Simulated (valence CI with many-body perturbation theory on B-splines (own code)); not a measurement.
## Level structure of Rb XXXII

Calculated by configuration interaction combined with many-body perturbation theory (CI+MBPT): four valence electrons over a frozen Dirac-Fock core [He], a basis of 11 s, 11 p, 10 d, 8 f, 5 g, 2 h functions for each j, with the one-electron correlation potential Σ1, the two-electron term Σ2, the three-electron term Σ3, Breit, model QED; selected CI, second order for the rest, scaled by the run's own slope (own B-spline code, finite nucleus).

The last digits are not significant, and no measured levels were compared; by estimate large intervals hold to a few tenths of a per cent, small ones and those within an open d or f shell to about a per cent. Among the levels kept, up to 1100 cm⁻¹ of a level comes from second order outside the variational space, and about a tenth of that is noise between levels of different J, which matters for small intervals.

Levels 46 to 90 of 194, with energies above the lowest level, (2s^2 2p1/2^2) J=0. "Leading %" is the weight of the configuration and term that name the level; weights of strongly mixed levels are sums over their largest components and can fall short. In the jj column 3d3/2^4 stands for four electrons in 3d with j = 3/2. Lifetimes count E1, E2, E3, M1 and M2 decay at the calculated energies, and are blank where another channel may lead or the interval is too uncertain; long ones can be off by a factor of two.

| No. | Configuration | Term | J | E (eV) | Leading % | g | Second component | Lifetime | Leading jj |
| --- | --- | --- | --- | --- | --- | --- | --- | --- | --- |
| 46 | 2s.2p2.3s | 5P | 3 | 2299.5 | 68 | 1.555 | 28 % 2s.2p2.3s 3D | 92.1 fs | 2s 2p1/2 2p3/2 3s (83 %) |
| 47 | 2s.2p2.3p | 3D° | 1 | 2301.1 | 44 | 1.053 | 16 % 2s.2p2.3p 5D° | 32.2 fs | 2s 2p1/2^2 3p3/2 (79 %) |
| 48 | 2s2.2p.3d | 1D° | 2 | 2306.8 | 46 | 0.982 | 30 % 2s2.2p.3d 3D° | 15.5 fs | 2s^2 2p3/2 3d3/2 (76 %) |
| 49 | 2s2.2p.3d | 3F° | 4 | 2308.5 | 97 | 1.246 |  | 260 ps | 2s^2 2p3/2 3d5/2 (97 %) |
| 50 | 2s2.2p.3d | 3D° | 3 | 2310.8 | 48 | 1.194 | 38 % 2s2.2p.3d 3F° | 12.0 fs | 2s^2 2p3/2 3d3/2 (70 %) |
| 51 | 2s.2p2.3s | 3P | 2 | 2313.3 | 57 | 1.343 | 20 % 2s.2p2.3s 3D | 75.8 fs | 2s 2p1/2 2p3/2 3s (87 %) |
| 52 | 2s2.2p.3d | 3P° | 1 | 2313.6 | 63 | 1.209 | 28 % 2s2.2p.3d 3D° | 11.3 fs | 2s^2 2p3/2 3d3/2 (90 %) |
| 53 | 2s2.2p.3d | 3P° | 0 | 2314.3 | 97 |  |  | 14.1 fs | 2s^2 2p3/2 3d3/2 (97 %) |
| 54 | 2s2.2p.3d | 3P° | 2 | 2315.8 | 51 | 1.319 | 31 % 2s2.2p.3d 3D° | 12.4 fs | 2s^2 2p3/2 3d5/2 (76 %) |
| 55 | 2s.2p2.3p | 5P° | 1 | 2317.2 | 40 | 1.873 | 26 % 2s.2p2.3p 5D° | 123 fs | 2s 2p1/2 2p3/2 3p1/2 (91 %) |
| 56 | 2s.2p2.3p | 5D° | 2 | 2323.3 | 43 | 1.458 | 19 % 2s.2p2.3p 3D° | 111 fs | 2s 2p1/2 2p3/2 3p1/2 (88 %) |
| 57 | 2s2.2p.3d | 1F° | 3 | 2325.2 | 65 | 1.098 | 28 % 2s2.2p.3d 3D° | 6.87 fs | 2s^2 2p3/2 3d5/2 (71 %) |
| 58 | 2s.2p2.3d | 5F | 1 | 2327.2 | 64 | 0.317 | 20 % 2s.2p2.3d 3D | 164 fs | 2s 2p1/2^2 3d3/2 (83 %) |
| 59 | 2s2.2p.3d | 1P° | 1 | 2328.0 | 71 | 1.006 | 14 % 2s2.2p.3d 3P° | 10.5 fs | 2s^2 2p3/2 3d5/2 (94 %) |
| 60 | 2s.2p2.3d | 5F | 2 | 2329.5 | 42 | 1.207 | 21 % 2s.2p2.3d 5D | 68.6 fs | 2s 2p1/2^2 3d3/2 (68 %) |
| 61 | 2s.2p2.3p | 5D° | 3 | 2335.4 | 80 | 1.437 | 10 % 2s.2p2.3p 3F° | 1.42 ps | 2s 2p1/2 2p3/2 3p3/2 (54 %) |
| 62 | 2s.2p2.3s | 3D | 1 | 2337.0 | 79 | 0.631 | 11 % 2s.2p2.3s 1P | 72.7 fs | 2s 2p1/2 2p3/2 3s (92 %) |
| 63 | 2s.2p2.3d | 5D | 3 | 2337.7 | 31 | 1.406 | 25 % 2s.2p2.3d 5F | 21.6 fs | 2s 2p1/2^2 3d5/2 (80 %) |
| 64 | 2s.2p2.3p | 5P° | 3 | 2339.0 | 49 | 1.463 | 38 % 2s.2p2.3p 3D° | 106 fs | 2s 2p1/2 2p3/2 3p3/2 (47 %) |
| 65 | 2s.2p2.3s | 3D | 2 | 2340.1 | 44 | 1.178 | 30 % 2s.2p2.3s 1D | 63.0 fs | 2s 2p1/2 2p3/2 3s (89 %) |
| 66 | 2s.2p2.3p | 5P° | 1 | 2341.2 | 35 | 1.692 | 24 % 2s.2p2.3p 3D° | 50.7 fs | 2s 2p1/2 2p3/2 3p3/2 (95 %) |
| 67 | 2s.2p2.3s | 3P | 0 | 2347.2 | 87 |  | 10 % 2s.2p2.3s 1S | 72.2 fs | 2s 2p1/2 2p3/2 3s (83 %) |
| 68 | 2s.2p2.3s | 3P | 1 | 2347.3 | 53 | 1.551 | 21 % 2s.2p2.3s 1P | 92.3 fs | 2s 2p1/2 2p3/2 3s (81 %) |
| 69 | 2s.2p2.3p | 3D° | 2 | 2347.4 | 54 | 1.433 | 20 % 2s.2p2.3p 5S° | 49.3 fs | 2s 2p1/2 2p3/2 3p3/2 (92 %) |
| 70 | 2s.2p2.3p | 5S° | 2 | 2350.1 | 33 | 1.673 | 30 % 2s.2p2.3p 3P° | 99.5 fs | 2s 2p1/2 2p3/2 3p1/2 (83 %) |
| 71 | 2s.2p2.3d | 3F | 2 | 2350.5 | 40 | 0.985 | 16 % 2s.2p2.3d 3P | 19.6 fs | 2s 2p1/2^2 3d5/2 (63 %) |
| 72 | 2s.2p2.3p | 3P° | 0 | 2353.4 | 80 |  | 16 % 2s.2p2.3p 5D° | 38.2 fs | 2s 2p1/2 2p3/2 3p3/2 (93 %) |
| 73 | 2s.2p2.3p | 5D° | 4 | 2354.5 | 70 | 1.418 | 30 % 2s.2p2.3p 3F° | 27.8 ps | 2s 2p1/2 2p3/2 3p3/2 (86 %) |
| 74 | 2s.2p2.3p | 3P° | 2 | 2361.8 | 57 | 1.439 | 16 % 2s.2p2.3p 1D° | 44.1 fs | 2s 2p1/2 2p3/2 3p3/2 (91 %) |
| 75 | 2s.2p2.3p | 3P° | 1 | 2365.4 | 36 | 1.321 | 21 % 2s.2p2.3p 3S° | 37.3 fs | 2s 2p1/2 2p3/2 3p3/2 (80 %) |
| 76 | 2s.2p2.3p | 3D° | 3 | 2367.1 | 43 | 1.349 | 27 % 2s.2p2.3p 5P° | 46.9 fs | 2s 2p1/2 2p3/2 3p3/2 (80 %) |
| 77 | 2s.2p2.3s | 3D | 3 | 2369.9 | 67 | 1.429 | 29 % 2s.2p2.3s 5P | 53.8 fs | 2s 2p3/2^2 3s (84 %) |
| 78 | 2s.2p2.3p | 3F° | 2 | 2371.7 | 56 | 0.857 | 23 % 2s.2p2.3p 1D° | 106 fs | 2s 2p1/2 2p3/2 3p1/2 (94 %) |
| 79 | 2s.2p2.3d | 5F | 2 | 2374.3 | 41 | 1.248 | 21 % 2s.2p2.3d 5D | 37.6 fs | 2s 2p1/2 2p3/2 3d3/2 (93 %) |
| 80 | 2s.2p2.3d | 5D | 0 | 2374.4 | 89 |  | 7 % 2s.2p2.3d 3P | 327 fs | 2s 2p1/2 2p3/2 3d3/2 (97 %) |
| 81 | 2s.2p2.3d | 5D | 1 | 2374.4 | 62 | 1.296 | 17 % 2s.2p2.3d 5F | 64.0 fs | 2s 2p1/2 2p3/2 3d3/2 (95 %) |
| 82 | 2s.2p2.3p | 3D° | 1 | 2375.9 | 53 | 0.843 | 20 % 2s.2p2.3p 1P° | 45.6 fs | 2s 2p1/2 2p3/2 3p1/2 (86 %) |
| 83 | 2s.2p2.3d | 5F | 4 | 2376.4 | 59 | 1.385 | 34 % 2s.2p2.3d 5D | 543 fs | 2s 2p1/2 2p3/2 3d5/2 (94 %) |
| 84 | 2s.2p2.3d | 5F | 3 | 2376.7 | 60 | 1.328 | 22 % 2s.2p2.3d 5P | 26.1 fs | 2s 2p1/2 2p3/2 3d3/2 (65 %) |
| 85 | 2s.2p2.3p | 3P° | 0 | 2379.4 | 63 |  | 29 % 2s.2p2.3p 1S° | 59.2 fs | 2s 2p1/2 2p3/2 3p1/2 (81 %) |
| 86 | 2s.2p2.3s | 1D | 2 | 2380.5 | 40 | 1.225 | 31 % 2s.2p2.3s 3P | 75.7 fs | 2s 2p3/2^2 3s (86 %) |
| 87 | 2s.2p2.3d | 3F | 2 | 2388.1 | 30 | 1.248 | 28 % 2s.2p2.3d 3P | 21.2 fs | 2s 2p1/2 2p3/2 3d5/2 (91 %) |
| 88 | 2s.2p2.3d | 5D | 4 | 2391.0 | 33 | 1.325 | 32 % 2s.2p2.3d 3F | 1.60 ps | 2s 2p1/2 2p3/2 3d3/2 (58 %) |
| 89 | 2s.2p2.3d | 3F | 3 | 2391.9 | 57 | 1.264 | 29 % 2s.2p2.3d 5P | 16.6 fs | 2s 2p1/2 2p3/2 3d5/2 (54 %) |
| 90 | 2s.2p2.3p | 3D° | 1 | 2392.5 | 43 | 1.027 | 13 % 2s.2p2.3p 1P° | 118 fs | 2s 2p1/2 2p3/2 3p1/2 (84 %) |
